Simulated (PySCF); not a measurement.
Cost against size for one kind of job: PySCF 2.14.0, PBE0-D3(BJ)/def2-SVP geometry optimisation, gas phase; work: geometry optimisation from a GFN2-xTB start shaken at random. Hardware: one thread, Arm Neoverse N1 (aarch64), shared host. The host was shared with other jobs, so the times are rough. Peak memory is the resident size of the whole Python process, interpreter and libraries included.

| species (SMILES) | atoms | electrons | basis functions | SCF cycles | gradient evaluations | wall time | peak memory |
| --- | --- | --- | --- | --- | --- | --- | --- |
| C=N[SiH2]C | 11 | 40 | 95 | 53 | 8 | 37 s | 0.39 GiB |
| FC1=C[C@@H]2C=C[C@H]12 | 12 | 50 | 123 | 41 | 6 | 57 s | 0.52 GiB |
| C#CC(=C)/C=C/F | 12 | 50 | 123 | 73 | 9 | 87 s | 0.51 GiB |
| C=C[C](=C)[GeH3] | 13 | 64 | 128 | 53 | 8 | ? | ? |
| C[O][GeH2][S]C | 13 | 76 | 132 | 38 | 6 | ? | ? |
| CC(=O)N[SiH2]C1CCCC1 | 25 | 86 | 219 | 69 | 10 | 8.4 min | 1.4 GiB |
| C/C=C/O[SiH2]N1CCCC1 | 25 | 86 | 219 | 176 | 24 | 19 min | 1.1 GiB |

Problem. Estimate the withheld figures.

Solution. `C=C[C](=C)[GeH3]`: 92 s, 0.54 GiB; `C[O][GeH2][S]C`: 67 s, 0.51 GiB.

Problem. With all rows, how does the wall time grow with the number of basis functions N?

Solution. A straight line through log(time) against log(N) has slope 3.9 between N = 95 and 219, and the rows scatter about it by a factor of about 1.4 (standard error of the fit). This is a fit to these rows, whose iteration counts differ, not the method's formal scaling.

Problem. Which species took longest, and how many times the shortest run?

Solution. `C/C=C/O[SiH2]N1CCCC1`, at 19 min: about 31 times the shortest (37 s).
